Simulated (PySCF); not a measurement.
# Spinor energies of Se²⁺ (selenium, charge +2)

Start: [Ar] 3d10 4s2 4p2; 4p1/2 filled at m_j = -1/2, +1/2. Calculated with PySCF 2.14 in x2c-TZVPPall-2c with one added diffuse shell each of s, p, d type (7s8p5d1f, 63 functions): generalised Hartree-Fock with the X2C-1e Hamiltonian and a Gaussian nucleus; spin-orbit coupling (SO) screened by Boettger's factors.

| spinor shell | electrons | ε, screened SO (eV) | weight of nominal j (screened SO) | rms radius, screened SO (bohr) |
| --- | --- | --- | --- | --- |
| 1s1/2 | 2 | -12760.3 | 1.000 | 0.0508 |
| 2s1/2 | 2 | -1719.2 | 1.000 | 0.212 |
| 2p1/2 | 2 | -1538.5 | 1.000 | 0.187 |
| 2p3/2 | 4 | -1496.0 | 1.000 | 0.190 |
| 3s1/2 | 2 | -273.40 | 1.000 | 0.612 |
| 3p1/2 | 2 | -209.91 | 0.996 | 0.628 |
| 3p3/2 | 4 | -203.35 | 0.998 | 0.639 |
| 3d3/2 | 4 | -93.844 | 0.974 | 0.693 |
| 3d5/2 | 6 | -92.787 | 0.983 | 0.694 |
| 4s1/2 | 2 | -42.742 | 0.999 | 1.84 |
| 4p1/2 | 2 | -31.437 | 0.593 | 2.12 |

```json
{"quantity": "E (hartree)", "screened SO": "-2427.04703"}
{"quantity": "M_J", "screened SO": "0"}
{"quantity": "⟨J²⟩", "screened SO": "1.534"}
{"quantity": "⟨L²⟩", "screened SO": "2.001"}
{"quantity": "⟨S²⟩", "screened SO": "1.974"}
```

The determinant has a definite M_J but mixes levels of different J.

Each row is a mean over spinors that exchange with the open shell spreads, by up to 5.782 eV (4s1/2).

Rows whose weight is well below 1 are mixtures of j = l ± 1/2: exchange outweighs spin-orbit coupling there, and the label is only the starting occupation.
